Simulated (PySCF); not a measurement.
Isomers C₅H₇F₃N₂:

A. `FC(/C=N/N(C=C)C)(F)F`
B. SMILES CC(C)=N/N=C/C(F)(F)F
C. `CC/C=N/N=C\C(F)(F)F`
D. `C/C=N\N=C(/C)C(F)(F)F`

Spectrum 1. $^{13}$C{$^{1}$H} NMR (computed): δ 130.5 (C), 130.4 (C), 115.6 (CH), 27.1 (CH3), 17.4 (CH3).

Spectrum 2. $^{13}$C{$^{1}$H} NMR (computed): δ 129.3 (C), 128.0 (CH), 112.3 (CH), 33.4 (CH2), 14.1 (CH3).

Spectrum 3. $^{13}$C{$^{1}$H} NMR (computed): δ 130.4 (C), 125.7 (CH), 124.0 (C), 16.4 (CH3), 11.4 (CH3).

Spectrum 4. $^{13}$C{$^{1}$H} NMR (computed): δ 149.6 (CH), 130.7 (C), 118.4 (CH), 90.1 (CH2), 29.2 (CH3).

Level of theory: PBE0/pcSseg-1 with gauge-including orbitals, geometry: GFN2-xTB, in PySCF (one conformer, relativity neglected, in vacuum, one averaged value for each set of equivalent atoms).

References, each an isolated molecule treated in the same way: TMS for $^{13}$C. Splittings of carbon signals by F and P are missing where no couplings were computed. Shifts are as computed. Against solution values, carbons near 30 ppm lie about +3 ppm off and those near 130 ppm about +5 ppm. Of 1211 compounds with measured shifts, 218 miss one by over three times the rms of a fit or turn the order of signals round; such compounds aren't used in these exercises.

Question: Match each spectrum to its structure.

Answer: 1–B, 2–C, 3–D, 4–A.

- Spectrum 1 (B): 5 $^{13}$C signals; δC 130.4 is a CF3 carbon; δC 27.1 is a methyl carbon.
- Spectrum 2 (C): 5 $^{13}$C signals; δC 129.3 is a CF3 carbon; δC 33.4 is an sp3 CH2.
- Spectrum 3 (D): 5 $^{13}$C signals; δC 130.4 is a CF3 carbon; δC 16.4 is a methyl carbon.
- Spectrum 4 (A): 5 $^{13}$C signals; δC 149.6 is an alkene carbon bearing nitrogen; δC 130.7 is a CF3 carbon.
